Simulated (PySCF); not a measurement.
**Telling isomers of C$_{4}$H$_{11}$NO$_{2}$Si apart by NMR**

PySCF calculation with geometry: GFN2-xTB and PBE0/pcSseg-1 with gauge-including orbitals; in vacuum, non-relativistic, one computed conformer, fast rotation and ring inversion assumed for equivalent nuclei.

Chemical shifts δ = σref − σ; TMS for ¹H (31.72 ppm), ¹³C (186.93 ppm), all at this level. Where no couplings were computed, multiplicities follow the n + 1 count of equivalent neighbours, and m marks all less simple cases (inequivalent or close neighbours, rings, F or P nearby). Shifts are as computed. Against solution values, carbons near 30 ppm lie about +3 ppm off and those near 130 ppm about +5 ppm. Of 1211 compounds with measured shifts, 218 miss one by over three times the rms of a fit or turn the order of signals round; such compounds aren't used in these exercises. OH and NH positions are gas-phase values without hydrogen bonding to other molecules.

(1) Tabulate the signals of `NC[SiH]1OCCCO1`, `CC(=O)O[SiH2]N(C)C`, `C/N=C/[SiH](OC)OC` and their relative energies.

(2) What is the quickest way to tell NC[SiH]1OCCCO1 from CC(=O)O[SiH2]N(C)C?

(3) What is the quickest way to tell CC(=O)O[SiH2]N(C)C from C/N=C/[SiH](OC)OC?

(4) What is the quickest way to tell NC[SiH]1OCCCO1 from C/N=C/[SiH](OC)OC?

## Answers

(1) 
| SMILES | carbon types | δC | δH | E rel. (kcal/mol) |
| --- | --- | --- | --- | --- |
| NC[SiH]1OCCCO1 | 4×CH2 | 67.2, 36.3, 34.8 | 5.04 (m, 1H), 4.39 (m, 2H), 4.20 (m, 2H), 2.49 (d, 2H), 2.19 (m, 1H), 1.25 (m, 1H), 0.27 (br s, 2H) | 0.0 |
| CC(=O)O[SiH2]N(C)C | 1×C 3×CH3 | 176.2, 38.0, 24.4 | 5.14 (s, 2H), 2.60 (s, 6H), 2.15 (s, 3H) | 0.0 |
| C/N=C/[SiH](OC)OC | 1×CH 3×CH3 | 184.9, 58.1, 52.2 | 8.50 (d, 1H), 4.76 (d, 1H), 3.99 (s, 6H), 3.76 (s, 3H) | 22.2 |

Energies are electronic energies at PBE0/pcSseg-1 on these geometries, without zero-point or thermal terms, each for the one conformer computed, which needn't be the lowest.

(2) Both give the same number of carbon signals, but DEPT or the intensities differ. The first has an sp3 CH2 bonded to O at 67.2 ppm, the second a carbonyl carbon (C) at 176.2 ppm.

(3) Both give the same number of carbon signals, but DEPT or the intensities differ. The first has a carbonyl carbon (C) at 176.2 ppm, the second a C=N carbon (CH) at 184.9 ppm. In the proton spectra the most deshielded non-exchanging signals are 5.14 (s, 2H) and 8.50 (d, 1H).

(4) Both give the same number of carbon signals, but DEPT or the intensities differ. The first has an sp3 CH2 bonded to O at 67.2 ppm, the second a C=N carbon (CH) at 184.9 ppm. In the proton spectra the most deshielded non-exchanging signals are 5.04 (m, 1H) and 8.50 (d, 1H).
